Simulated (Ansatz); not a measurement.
`[OH][W]([OH])([OH])([OH])([F])[Cl]`. Total charge 0; spin multiplicity 1. W: def2 effective core potential.

```
atom    x (Å)    y (Å)    z (Å)
  O1  -0.6527  -0.7757  -1.6526
  W2  -0.1227  -0.0110  -0.0150
  O3  -1.3071  -0.8580   1.1345
  O4   1.1067  -1.4033   0.1754
  O5   1.2359   1.1125  -0.6471
  F6  -1.4025   1.2925  -0.5023
 Cl7   0.3248   1.2449   2.0025
  H8  -1.3252  -0.3089  -2.1604
  H9  -1.4340  -0.6469   2.0639
 H10   1.9531  -1.4659  -0.2743
 H11   1.6236   1.8199  -0.1247
```

(1) What are the harmonic wavenumbers in cm⁻¹ at PBE0-D4/def2-TZVP (Ansatz, finite differences of forces, unscaled)? (Best estimate.)

(2) Is this a minimum?

(3) Give the ideal-gas thermochemistry at 298.15 K and 1 bar (rigid rotor, harmonic oscillator; point group C1, symmetry number 1).

(4) And at 400, 500, 600, 800 and 1000 K?

(5) Rotational constants (cm⁻¹)?

## Answers

(1) Computed: 111, 116, 144, 192, 220, 237, 279, 314, 320, 331, 409, 455, 468, 500, 571, 622, 640, 657, 694, 731, 765, 781, 820, 3853, 3873, 3877, 3895.

(2) Yes, all 27 modes are real.

(3) Zero-point energy 154.8 kJ/mol; H(298) − E = 184.1 kJ/mol; entropy 412.7 J/(mol·K), of which translation 180.3, rotation 121.0, vibration 111.5; G(298) − E = 61.1 kJ/mol.

(4) 
```csv
T (K),H − E (kJ/mol),S (J/mol/K),G − E (kJ/mol)
400,201.8,463.6,16.4
500,220.8,506.1,-32.2
600,240.9,542.6,-84.7
800,282.7,602.7,-199.4
1000,326.2,651.1,-325.0
```

(5) 0.06772, 0.04407, 0.04285.
